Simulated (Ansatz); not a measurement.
CH₄ClFMoO₂S (`C[O][Mo]([OH])([F])(=[S])[Cl]`) at its PBE0-D4/def2-TZVP geometry, where that method's forces vanish. Total charge 0; spin multiplicity 1. Mo takes the def2 core potential.

```
atom   x (Å)   y (Å)   z (Å)
  C1  -0.729   0.645  -1.565
  O2   0.020  -0.359  -0.943
 Mo3   0.734  -0.577   0.722
  O4  -1.051  -0.316   1.309
  F5   1.093  -0.066   2.488
  S6   1.290  -2.583   0.736
 Cl7   2.527   0.727   0.164
  H8  -1.570   0.918  -0.919
  H9  -0.095   1.522  -1.733
 H10  -1.097   0.268  -2.520
 H11  -1.121  -0.176   2.260
```

(1) For each bond, give half the difference of the two atoms' forces along it (eV/Å; positive pushes the atoms apart) under PBE-D4, r2SCAN-D4, B3LYP-D4, ωB97M-V in def2-TZVPP. (Best estimate.)

## Answers

(1) The calculation gave: 
```
   bond  length (Å)  PBE-D4  r2SCAN-D4  B3LYP-D4  ωB97M-V
  C1–O2       1.398   -0.03       0.10      0.18     0.52
  C1–H8       1.095    0.12      -0.04     -0.08    -0.14
  C1–H9       1.095    0.10      -0.04     -0.09    -0.14
 C1–H10       1.091    0.07      -0.06     -0.11    -0.13
 O2–Mo3       1.825    0.43       0.27      0.15    -0.25
 Mo3–O4       1.897    0.34       0.16      0.24     0.03
 Mo3–F5       1.873    0.07      -0.11      0.15     0.10
 Mo3–S6       2.082    0.66       0.44      0.32    -0.41
Mo3–Cl7       2.286   -0.06      -0.03      0.13     0.19
 O4–H11       0.964    0.34       0.00     -0.09    -0.06
```

B3LYP here is the variant with VWN-RPA as its local correlation; programs differ in this.

Computed with Ansatz.
